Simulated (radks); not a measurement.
Values are calculated unless marked as measured or tabulated.
Problem. The mean radii <r> (bohr) of the occupied orbitals of an atom or ion are listed with their occupations. Level of theory: Dirac Kohn-Sham, PBE, spin-unpolarised, spherical densities, finite nucleus; Fermi nuclear charge, rms radius of each element as measured or else 0.836 A^(1/3) + 0.57 fm (a radial shooting solver on a logarithmic mesh with Libxc functionals).

| orbital | occ. | <r> |
|---|---|---|
| 1s1/2 | 2 | 0.04275 |
| 2s1/2 | 2 | 0.1893 |
| 2p1/2 | 2 | 0.1627 |
| 2p3/2 | 4 | 0.1666 |
| 3s1/2 | 2 | 0.5511 |
| 3p1/2 | 2 | 0.5567 |
| 3p3/2 | 4 | 0.5672 |
| 3d3/2 | 4 | 0.5866 |
| 3d5/2 | 6 | 0.5906 |
| 4s1/2 | 2 | 1.591 |
| 4p1/2 | 2 | 1.835 |
| 4p3/2 | 1 | 1.865 |

Name the element and its charge. Open shells, if any, fill j = l - 1/2 first.

Solution. Z = 35, bromine, charge +2: Br2+ in [Ar] 3d10 4s2 4p3. The 1s radius gives Z: for a bare nucleus <r> = (2 gamma + 1)/(2Z) with gamma = sqrt(1 - (Z/c)^2), 0.04191 bohr for Z = 35, and screening makes it slightly larger (0.04275 here). The occupations add up to 33, and the charge is Z minus that.
